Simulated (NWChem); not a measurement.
## Atomisation of H3ClSi

```
Si
H 1 1.5008
H 1 1.5009 2 109.88
H 1 1.5009 2 109.88 3 121.02
Cl 1 2.0808 2 109.06 3 -119.49
```
Charge 0, spin multiplicity 1.

All runs are NWChem calculations. Structure: optimised with PBE/def2-SVP, a minimum by its harmonic frequencies.

Basis set: def2-TZVP. The atomisation energy is electronic alone: no zero-point, thermal, spin-orbit or counterpoise terms. No value is extrapolated to the basis-set limit. Free atoms are single determinants with multiplicities Si 3, Cl 2, H 2. Correlated methods freeze the same cores in atoms and molecule, 10 orbitals in all.

```
method     atomisation energy (kcal/mol)
---------  -----------------------------
HF                                 263.2
PBE0                               331.3
PBE                                331.2
B3LYP                              333.5
BP86                               339.4
MP2                                324.1
M06-2X                             337.0
CAM-B3LYP                          335.8
CCSD(T)                            324.9
```

The values span 76.2 kcal/mol, from HF (lowest) to BP86 (highest). 

B3LYP has NWChem's definition, with VWN1-RPA local correlation. The structure started from a generated list of species. The stability of the SCF solutions was not checked. Open-shell Hartree-Fock references start from PBE0 orbitals. No row is a measurement; the coupled-cluster row has its own basis-set and correlation limits.
